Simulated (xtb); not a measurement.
sulfur difluoride (F₂S), singlet, geometry from GFN2-xTB. Base run: GFN1-xTB (xtb).

xtb was given this input:
```
$ xtb mol.xyz --gfn 1 --json

# file mol.xyz
3

F     -1.22261386    -0.51635383    -0.00299560
S     -0.00426607     0.57046599    -0.00656447
F      1.23019799    -0.49780793     0.01466578
```

Variants of this job, named by their change:

```tsv
change	ΔE vs base (kcal/mol)	HOMO-LUMO gap (eV)	dipole (D)	G_solv (kcal/mol)	SCF cycles
base	0.000	3.33	1.84	-	7
etemp = 1000	0.000	3.33	1.84	-	7
acc = 1000	0.000	3.33	1.84	-	6
etemp = 10000	___	___	___	-	7
etemp = 3000	-0.039	3.33	1.84	-	7
alpb = thf	-0.444	3.33	1.89	-0.47	7
acc = 0.0001	0.000	3.33	1.84	-	10
file = coord	0.000	3.33	1.84	-	7
etemp = 5000	-0.89	3.33	1.80	-	7
alpb = dmso	-1.05	3.33	1.90	-1.08	7
```

Q: What belongs in the gaps?

A: 
- etemp = 10000, ΔE vs base (kcal/mol): -13.39
- etemp = 10000, HOMO-LUMO gap (eV): 3.34
- etemp = 10000, dipole (D): 1.54

ALPB and GBSA are two models with their own fitted parameters for each solvent, which aren't always the measured dielectric constant.
